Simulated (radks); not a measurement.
Question: These are the eigenvalues of the occupied orbitals of an atom or ion with whole-number occupations (eV). Method: non-relativistic Kohn-Sham, LB94 model potential, spin-polarised, spherical densities, point nucleus; computed with a radial shooting solver on a logarithmic mesh with Libxc functionals.

1s down: -84430.64
1s up: -84430.63
2s up: -18423.01
2s down: -18422.18
2p up: -17989.60
2p down: -17986.71
3s up: -7521.601
3s down: -7513.944
3p up: -7350.475
3p down: -7343.795

Which element is it, and in what charge state? The configuration may be excited. Open shells, if any, are filled with parallel spins first.

Answer: Z = 82, lead, charge +65: Pb65+ in [Ne] 3s2 3p5. The list shows which subshells hold electrons but not how many an open one holds; the 1s level, -3102.8 hartree, gives Z - s = 78.8 by -(Z - s)^2/2, which with screening narrows Z to a few neighbours, and the depths of the outer levels then fix element, charge and occupations together.
